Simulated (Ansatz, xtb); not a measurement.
## Relative energy of two isomers of C4H2BrF2N

Structure a is `N#CCC(Br)=C(F)F`, a singlet and structure b is `N#C/C(=C\Br)C(F)F`, a singlet. Both are isolated molecules in the gas phase, relaxed with B3LYP/def2-SVP; the shapes shown needn't be the lowest conformers.

a (Å):

```yaml
atoms:
  - { symbol: C, position_ang: [-1.2090, -1.1454, -0.3675] }
  - { symbol: C, position_ang: [-0.7591, 0.1802, -0.8158] }
  - { symbol: C, position_ang: [0.6770, 0.4845, -0.4699] }
  - { symbol: C, position_ang: [1.6262, 0.6198, -1.4008] }
  - { symbol: Br, position_ang: [1.1267, 0.6864, 1.3583] }
  - { symbol: F, position_ang: [1.3950, 0.4927, -2.6937] }
  - { symbol: F, position_ang: [2.8836, 0.8999, -1.1730] }
  - { symbol: N, position_ang: [-1.5719, -2.1889, -0.0214] }
  - { symbol: H, position_ang: [-1.4215, 0.9386, -0.3644] }
  - { symbol: H, position_ang: [-0.8946, 0.2435, -1.9072] }
```

b (Å):

| atom | x (Å) | y (Å) | z (Å) |
| --- | --- | --- | --- |
| C | -0.7628 | -1.0923 | 1.0247 |
| C | -0.8063 | -0.5211 | -0.2860 |
| C | -0.2976 | 0.6860 | -0.5973 |
| C | -1.4721 | -1.3744 | -1.3562 |
| Br | 0.5563 | 1.8315 | 0.6092 |
| F | -1.4591 | -0.7346 | -2.5502 |
| F | -0.7956 | -2.5409 | -1.4922 |
| N | -0.7607 | -1.5899 | 2.0736 |
| H | -0.3678 | 1.0706 | -1.6153 |
| H | -2.5190 | -1.6147 | -1.0980 |

Question: Which of the two would you expect CCSD(T)/def2-SVP + ΔMP2/def2-TZVPP electronic energies to favour?

Answer: Structure b; the calculation gives E(b) − E(a) = −25.2 kJ/mol.

Level by level:

```csv
level,geometry,E(b) − E(a) (kJ/mol),departure from the last row (kJ/mol),"job, with rough time for the two"
GFN2-xTB,GFN2-xTB,+0.4,+25.7,"optimisation, 0.3 s"
HF/STO-3G,GFN2-xTB,+24.2,+49.4,"single point, 0.76 s"
r2SCAN-D4/def2-SVP,GFN2-xTB,−15.7,+9.5,"single point, 6.6 s"
B3LYP/def2-SVP,B3LYP/def2-SVP,−19.8,+5.4,"optimisation, 97 s"
HF/def2-SVP,B3LYP/def2-SVP,−25.1,+0.1,part of the CCSD(T) run
MP2/def2-SVP,B3LYP/def2-SVP,−21.3,+4.0,part of the CCSD(T) run
CCSD(T)/def2-SVP,B3LYP/def2-SVP,−21.8,+3.5,single point
CCSD(T)/def2-SVP + ΔMP2/def2-TZVPP,B3LYP/def2-SVP,−25.2,,"single point, 2.6 min"
```

As drawn, both hold the same kinds of bond in the same numbers.

HF/STO-3G puts the two in the other order. GFN2-xTB finds them nearly level. The largest departure from CCSD(T)/def2-SVP + ΔMP2/def2-TZVPP is that of HF/STO-3G, 49.4 kJ/mol. The last row adds to CCSD(T) the change of the MP2 difference between the two basis sets, here −3.5 kJ/mol.

With thermal terms from frequencies at re-optimised GFN2-xTB minima (ideal gas, soft modes damped towards free rotors, one conformer each, 298.15 K, 1 atm): on the last row, ΔE + ΔZPE = −25.6, ΔH = −25.8, ΔG = −26.4 kJ/mol.

The correlated steps freeze 16 core orbitals; the filled d shell of Br is correlated, in a basis made for valence electrons. Programs: Ansatz 0.2.0, xtb 6.7.1; the last row on 4 threads of Arm Neoverse N1 on a shared host.
